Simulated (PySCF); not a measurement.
Computed with PBE0 in PySCF with I def2-TZVP with ECP28, O def2-TZVP, Cl def2-TZVP; scalar-relativistic core potentials, no spin–orbit coupling; density-fitted integrals. Open shells, if any, are unrestricted.

What shape and geometry does isolated singlet IO₂Cl take (every ligand bound to I)?

Counting electrons, iodine keeps 2 of its valence electrons outside its bonds, so the VSEPR class is AX3E1 and the expected shape is trigonal pyramidal; with unlike ligands the computed point group is Cs. The lowest minimum found is a singlet of Cs symmetry with I–Cl 2.367 Å, I–O 1.757 Å (×2); Cl–I–O 102.3° (×2), O–I–O 108.1°. Its harmonic wavenumbers are 178 (a''), 219 (a'), 306 (a'), 347 (a'), 907 (a'), 936 (a'') cm⁻¹ and its dipole moment is 3.58 D.

Only a few start shapes were tried, so a lower isomer may exist.
